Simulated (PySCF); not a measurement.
## Excitation energy of Pb⁺ by level of theory

Pb⁺ [Xe] 4f14 5d10 6s2 6p1 (2P) → Pb⁺ [Xe] 4f14 5d10 6s1 6p1 7s1 (4P), as a difference of total energies. All numbers are calculated (PySCF 2.14, the spin-free X2C one-electron Hamiltonian (Gaussian nucleus), in aug-cc-pwCVTZ-DK3 (11s10p8d5f1g, 125 functions)). Correlated levels: valence: [Xe] 4f14 5d10 frozen; valence and next inner shell: [Kr] 4d10 4f14 frozen. The calculations carry no spin-orbit coupling.

```json
{"method": "UHF", "excitation energy (eV)": "13.187"}
{"method": "LDA", "excitation energy (eV)": "15.358"}
{"method": "PBE", "excitation energy (eV)": "14.959"}
{"method": "PBE0", "excitation energy (eV)": "14.723"}
{"method": "r2SCAN", "excitation energy (eV)": "14.937"}
{"method": "MP2 (valence)", "excitation energy (eV)": "13.780"}
{"method": "SCS-MP2 (valence)", "excitation energy (eV)": "14.013"}
{"method": "MP2 (valence and next inner shell)", "excitation energy (eV)": "15.096"}
{"method": "SCS-MP2 (valence and next inner shell)", "excitation energy (eV)": "15.097"}
```

How much does correlation contribute at MP2 (valence and next inner shell)?

15.096 − (13.187) = 1.909 eV, measured against UHF.

A first-order spin-orbit estimate (lowest level to lowest level, LS coupling) adds -0.038 eV.

The promoted electron is Rydberg-like, and one or two diffuse shells describe it only roughly, which tends to raise the upper state.
